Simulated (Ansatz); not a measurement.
Isolated molecules relaxed with PBE0-D4/def2-TZVP in Ansatz; ΔE leaves out vibrations. CBS: MP2 limit from def2 TZ/QZ plus the TZ coupled-cluster correction, frozen cores. This one scheme is used for every species. DFT in def2-TZVPP. B3LYP here is the variant with VWN-RPA as its local correlation; programs differ in this. For Se outer-core shells are correlated without core-valence functions, which leaves a few kJ/mol of doubt a bond. Scalar relativity is left out up to krypton. One conformer a species, not always the lowest.

Consider the formal exchange of groups at the Se–Si bond: `B[Se][SiH2]Cl` + `C=C` → `B[Se]C=C` + `[SiH3]Cl`.

`B[Se][SiH2]Cl`:

Cartesian coordinates in Å:
```
B -0.762 0.507 1.564
Se -1.500 -0.075 -0.103
Si 0.467 -0.281 -1.237
Cl 1.351 -2.094 -0.872
H -1.539 0.714 2.442
H 0.413 0.655 1.693
H 0.169 -0.206 -2.684
H 1.401 0.780 -0.804
```

`C=C`:

Cartesian coordinates in Å:
```
C -0.246 0.602 0.119
C 0.246 -0.602 -0.119
H -0.798 0.823 1.027
H -0.119 1.419 -0.584
H 0.798 -0.823 -1.027
H 0.119 -1.419 0.584
```

`B[Se]C=C`:

```xyz
9

B    -2.110   -0.113   -0.629
Se   -0.731    1.083   -0.145
C     0.704   -0.114    0.202
C     1.904    0.295    0.578
H    -1.905   -1.287   -0.643
H    -3.160    0.375   -0.909
H     0.457   -1.162    0.067
H     2.696   -0.422    0.767
H     2.145    1.344    0.712
```

`[SiH3]Cl`:

Z-matrix (Å, degrees):
```
Si
Cl 1 2.054
H 1 1.481 2 108.5
H 1 1.481 2 108.5 3 -120.0
H 1 1.481 2 108.5 3 120.0
```

```csv
level,ΔE (kJ/mol),difference from CCSD(T)/CBS
PBE-D4,83.2,-7.1
r2SCAN-D4,85.7,-4.6
PBE0-D4,88.4,-1.9
B3LYP-D4,85.6,-4.7
ωB97X-V,86.4,-3.9
ωB97M-V,89.2,-1.1
MP2/def2-TZVPP,84.8,-5.5
HF/def2-QZVPP,91.4,1.1
SCS-MP2/def2-QZVPP,85.9,-4.4
HF/CBS(def2),91.4,1.1
CCSD(T)/CBS,90.3,0
```

Largest T1 diagnostic among the species: 0.013.

In def2-TZVPP, CCSD(T) changes the Hartree–Fock value by −8.6 kJ/mol (the triples alone add −1.6 kJ/mol) and MP2 by −7.1 kJ/mol. The D4 term adds +3.6 kJ/mol with B3LYP and +2.0 kJ/mol with PBE0; it sums over pairs of atoms, weighted by their polarisabilities, and B3LYP, whose exchange is more repulsive, gets the larger term.
